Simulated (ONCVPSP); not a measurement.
**silver: one change to an ONCV potential, before and after**

```json
{
 "Element": "Ag (Z = 47)",
 "Generator": "ONCVPSP 4.0.1",
 "Type": "optimised norm-conserving Vanderbilt (ONCV)",
 "Functional": "LDA (Perdew-Wang 92)",
 "Relativity": "scalar-relativistic",
 "Frozen core": "[Ar] 3d10",
 "Valence charge": "19",
 "Reference configuration": "4s2 4p6 4d10 5s1",
 "Partial waves": "4s+5s: rc 1.60 bohr, ncon 4, nbas 9, qcut 9.6 1/bohr, 2 projectors; 4p: rc 0.95 bohr, ncon 5, nbas 8, qcut 10.1 1/bohr, 2 projectors, debl 2.7 Ha; 4d: rc 1.80 bohr, ncon 4, nbas 9, qcut 10.6 1/bohr, 1 projector",
 "Local potential": "polynomial inside 0.70 bohr (lpopt 5, dvloc0 2 Ha)",
 "Core correction": "Teter function fitted to the true core (icmod 2), fcfact 0.35"
}
```

Change: d: qcut 13.8.

Cutoffs: the cutoffs (Ha) at which the residual kinetic energy of the hardest occupied pseudo-wave falls to 1 and 0.1 mHa per electron; they do not see the model core or the augmentation charge, which bear on the density cutoff. Errors are all-electron minus pseudo energies relative to the spin-unpolarised reference configuration.

How do hardness, ghosts and transferability respond?

The potential gets harder (48 Ha and 130 Ha → 57 Ha and 130 Ha); both files keep a bound ghost (s); of the 4 tests that both files solve, the error grows in 3 and shrinks in 0 by more than 15 % and 0.3 meV (median size 1.2 → 3.5 meV); the range in which the d phases agree narrows (upper end at the end of the scan → 1.4). The waves are optimised to have the least kinetic energy above qcut, so the cutoff follows it (qcut²/2 in Ha).

| quantity | base | changed |
| --- | --- | --- |
| cutoff, loose | 48 Ha | 57 Ha |
| cutoff, tight | 130 Ha | 130 Ha |
| loose cutoff by channel | s 27 Ha, p 48 Ha, d 32 Ha | s 27 Ha, p 48 Ha, d 57 Ha |
| bound ghosts | s | s |
| GHOST(+) flags under 300 eV | none | none |
| error for 4s2 4p6 4d10 5s0, meV [ΔE 8.10 eV] | -1.5 | -2.3 |
| error for 4s2 4p6 4d9 5s0, meV [ΔE 30.48 eV] | -2.7 | +4.7 |
| error for 4s2 4p6 4d8 5s0, meV [ΔE 66.92 eV] | +1.0 | +24 |
| error for 4s2 4p6 4d10 5s0 5p1, meV [ΔE 4.02 eV] | -0.8 | -1.0 |
| s: phases at 1.62 bohr within 0.05 rad from the reference energy up to (Ha; the scan ends near 5) | to the end of the scan | to the end of the scan |
| p: phases at 0.96 bohr within 0.05 rad from the reference energy up to (Ha; the scan ends near 5) | to the end of the scan | to the end of the scan |
| d: phases at 1.83 bohr within 0.05 rad from the reference energy up to (Ha; the scan ends near 5) | to the end of the scan | 1.4 |
| rms error of d²Exc/dni dnj with the model core, mHa | 0.77 | 0.72 |

 A true bound ghost makes a file unfit for plane-wave use even where its test errors are small: the radial tests pick states by their node count and pass the ghost by.
